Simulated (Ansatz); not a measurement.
Mean bond length (Å) of eight molecules of H, C, N, O, S and their like: PBE-D3(BJ) beside PBE0-D3(BJ), computed with Ansatz (a quantum-chemistry and plane-wave program) for isolated molecules in the bases named; differences from unrounded values. The eight are the first of their class met in an unordered collection, after screening for sound electronic states; none was chosen by its value. Each level has its own optimised geometry.

```csv
molecule,basis,PBE0-D3(BJ)
"phosphine (H₃P), SMILES P",def2-TZVPD,1.420
"2-hydroxyethyl prop-2-enoate (C₅H₈O₃), SMILES C=CC(=O)OCCO",def2-SVP,1.224
"oxetan-3-ylmethanol (C4H8O2), SMILES C1OCC1CO",def2-SVP,1.252
"C5H9N, SMILES C=CC1(N)CC1",def2-SVP,1.231
"C5H7N, SMILES C#CC/C=N/C",def2-SVP,1.215
"C₃H₈SSe, SMILES CC(C)[Se]S",def2-SVP,1.357
"C₅H₆Se, SMILES C([C@@H]1[C@@H](C1)[SeH])#C",def2-SVP,1.334
"C₄H₉N, SMILES C(/C)=N\CC",def2-SVP,1.204
```

### Question
Estimate the PBE-D3(BJ) values and say how PBE-D3(BJ) differs from PBE0-D3(BJ) over the set. (Estimate from the structure and the level; the computed values follow.)

### Answer

```json
[
 {"molecule": "phosphine (H₃P), SMILES P", "PBE-D3(BJ)": "1.431", "difference": "0.012"},
 {"molecule": "2-hydroxyethyl prop-2-enoate (C₅H₈O₃), SMILES C=CC(=O)OCCO", "PBE-D3(BJ)": "1.235", "difference": "0.011"},
 {"molecule": "oxetan-3-ylmethanol (C4H8O2), SMILES C1OCC1CO", "PBE-D3(BJ)": "1.263", "difference": "0.011"},
 {"molecule": "C5H9N, SMILES C=CC1(N)CC1", "PBE-D3(BJ)": "1.240", "difference": "0.010"},
 {"molecule": "C5H7N, SMILES C#CC/C=N/C", "PBE-D3(BJ)": "1.224", "difference": "0.009"},
 {"molecule": "C₃H₈SSe, SMILES CC(C)[Se]S", "PBE-D3(BJ)": "1.368", "difference": "0.011"},
 {"molecule": "C₅H₆Se, SMILES C([C@@H]1[C@@H](C1)[SeH])#C", "PBE-D3(BJ)": "1.345", "difference": "0.011"},
 {"molecule": "C₄H₉N, SMILES C(/C)=N\\CC", "PBE-D3(BJ)": "1.213", "difference": "0.009"}
]
```
PBE-D3(BJ) lies below PBE0-D3(BJ) in 0 and above it in 8 of the eight; the mean signed difference is 0.010 and the largest 0.012 Å.
